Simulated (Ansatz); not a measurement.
Ansatz (a program for electronic structure) input (MP2/cc-pV(Q+d)Z): A basis named .json is the Basis Set Exchange file of that set (core-valence sets with the plain set on hydrogen).

Ansatz 0.2 input:
```yaml
crystal:
  periodic: [false, false, false]
  atoms:
    - {symbol: Ge, position_ang: [-0.00000000, -0.00000000, -0.67615959]}
    - {symbol: S, position_ang: [0.00000000, 0.00000000, 1.35231918]}
basis:
  gaussian:
    orbitals: cc-pV_Q+d_Z.json
magnetization: {spin_polarized: false}
correlation: {method: mp2, electrons: outside_noble_gas}
output: {forces: true}
```

Output:

```
Functional definition: HF
integrals: 0.11 GiB planned
831 factors; integrals over basis functions are off by at most 1.0e-3 eV
mean field: 0.46 GiB planned
mean field evaluation 1: about -67291.9522 eV, gradient 2.0e1 eV
mean field evaluation 2: about -67292.0565 eV, gradient 2.0e1 eV
mean field evaluation 4: about -67293.6173 eV, gradient 1.8e0 eV
mean field evaluation 8: about -67293.6341 eV, gradient 1.9e-1 eV
mean field evaluation 16: about -67293.6343 eV, gradient 7.3e-7 eV
mean field -67293.63427778 eV, -2472.9954464447 hartree, gradient 7.3e-7 eV, S^2 0.000000; 0 other end points of the search recorded, 0 dependent functions left out
19 core orbitals not correlated
reference -67293.63427778 eV, -2472.9954464447 hartree; 5, 5 occupied and 108, 108 virtual orbitals, 831 factors
densities: 0.29 GiB planned
second order -7.52488386 eV of doubles, -0.00000000 eV of singles
the calculation of the forces begins
Total energy: -67301.15916164 eV, -2473.2719808260 hartree
Atom 0 at    -0.000000    -0.000000    -0.676160 Å, force    -0.000000     0.000000    -0.095576 eV/Å
Atom 1 at     0.000000     0.000000     1.352319 Å, force     0.000000    -0.000000     0.095576 eV/Å
Dipole moment:     0.000000    -0.000000    -0.415873 e Å
```
